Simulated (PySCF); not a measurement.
# Computed structure and properties of TbF3(NH3)

System: TbF3(NH3) (singlet in the valence; each metal's 4f electrons, 8 of them, lie in its core potential, out of spins and levels); start: template (C3v). Method: PySCF 2.14.0, RKS PBE0, Tb lcecp-1-SVP with ECP54, F def2-SVP, N def2-SVP, H def2-SVP; non-relativistic Hamiltonian with scalar-relativistic core potentials where named; density fitting; no spin-orbit coupling.

Input of the relaxation:

```python
mol = gto.M(atom='''
Tb     0.01052    -0.01052     0.01052
F      1.22202     1.20098     1.22202
F     -1.20098    -1.22202     1.22202
F      1.22202    -1.22202    -1.20098
N     -1.44438     1.44438    -1.44438
H     -2.05758     2.05758    -0.90738
H     -0.90738     2.05758    -2.05758
H     -2.05758     0.90738    -2.05758''',
    basis={'Tb': 'lcecp-1-SVP', 'F': 'def2-SVP', 'N': 'def2-SVP', 'H': 'def2-SVP'},
    ecp={'Tb': 'lcecp-1-SVP'},
    charge=0, spin=0)
mf = dft.RKS(mol, xc='PBE0')
mf.grids.atom_grid = (50, 194)  # f atoms: unpruned, at least (60, 302)
mf = mf.density_fit()  # fitting sets: Tb AutoAux, F def2-universal-JKFIT, N def2-universal-JKFIT, H def2-universal-JKFIT
mf.conv_tol = 1e-08; mf.max_cycle = 55
mf.kernel(dm0)  # dm0: converged density of the start geometry
# quasi-Newton relaxation in Cartesian coordinates to a largest gradient under 0.00045 Eh/bohr, steps kept in the point group
```

Run from Python with OMP_NUM_THREADS=2; the lines above give its settings. Where DIIS fails, smearing, a level shift and second-order steps follow.
It took 31 s on 2 threads of Arm Neoverse V2, with other jobs on the host, from the converged density of the start.

Course of the relaxation:

| step | energy above end (eV) | largest force component within the symmetry (eV/Å) |
| --- | --- | --- |
| 0 | 0.2722 | 1.289 |
| 1 | 0.1104 | 0.638 |
| 2 | 0.0601 | 0.236 |
| 3 | 0.0276 | 0.218 |
| 4 | 0.0069 | 0.058 |
| 5 | 0.0053 | 0.060 |
| 6 | 0.0007 | 0.025 |
| 7 | 0.0001 | 0.016 |
| 8 | 0.0000 | 0.011 |

Relaxed geometry (C3v):

```xyz
8

Tb    0.1051   -0.1051    0.1051
F     1.0797    1.4052    1.0797
F    -1.4052   -1.0797    1.0797
F     1.0797   -1.0797   -1.4052
N    -1.3493    1.3493   -1.3493
H    -1.9602    1.9602   -0.8030
H    -0.8030    1.9602   -1.9602
H    -1.9602    0.8030   -1.9602
```

```json
{"contact": "Tb1–F2 (F)", "Å": "2.045"}
{"contact": "Tb1–F3 (F)", "Å": "2.045"}
{"contact": "Tb1–F4 (F)", "Å": "2.045"}
{"contact": "Tb1–N5 (NH3)", "Å": "2.519"}
```

On the finer grid (75, 302):

The HOMO is -9.41 eV, the LUMO is -0.82 eV and the dipole about the centre of mass is 5.80 D. The set of Mulliken populations of Tb1 outside the core potential is s 2.17, p 6.34, d 1.23, f 0.09. The D3(BJ) dispersion energy (not in the energies) is -0.106 eV.

| atom | Mulliken (e) | Löwdin (e) | spin (e) |
| --- | --- | --- | --- |
| Tb1 | 1.18 | 0.70 | 0.00 |
| F2 | -0.46 | -0.34 | 0.00 |
| F3 | -0.46 | -0.34 | 0.00 |
| F4 | -0.46 | -0.34 | 0.00 |
| N5 | -0.32 | -0.02 | 0.00 |
| H6 | 0.18 | 0.11 | 0.00 |
| H7 | 0.18 | 0.11 | 0.00 |
| H8 | 0.18 | 0.11 | 0.00 |

The 4f levels lie in the core potential and are missing. Their spin isn't counted.

On the grid (50, 194), as all that follows. Harmonic modes: a minimum within the noise of the softest modes; lowest 43 cm⁻¹ (negative: unstable), highest 3612 cm⁻¹, zero-point energy 1.161 eV.

Taking off one F (charge -1, singlet; the rest: singlet) in vacuum, both parts rigid, costs 11.04 eV; the small basis without counterpoise inflates it. Most of it is the attraction of opposite charges; other ways to part are cheaper, and one spin state was tried for the rest.

Rigid scan of F along the line from its metal:

distance to F2 (Å), energy (eV) and a bar:
```
     1.74      1.366 #########
     1.84      0.515 ###
     1.94      0.109 #
     2.04      0.000 
     2.14      0.085 #
     2.24      0.293 ##
     2.44      0.903 ######
     2.74      1.964 #############
     3.14      3.266 ######################
     3.64      4.498 ##############################
```

Taking off one NH3 (charge 0, singlet; the rest: singlet) in vacuum, both parts rigid, costs 1.60 eV; the small basis without counterpoise inflates it.

Rigid scan of NH3 along the line from its metal:

distance to N5 (Å), energy (eV) and a bar:
```
     2.22      0.360 ##########
     2.32      0.138 ####
     2.42      0.030 #
     2.52      0.000 
     2.62      0.021 #
     2.72      0.076 ##
     2.92      0.237 ######
     3.22      0.509 ##############
     3.62      0.822 #######################
     4.12      1.094 ##############################
```

One start shape was tried, so this needn't be the lowest isomer.

An lcecp potential fixes the number of 4f electrons, so in runs with it no electron can move into or out of that shell.
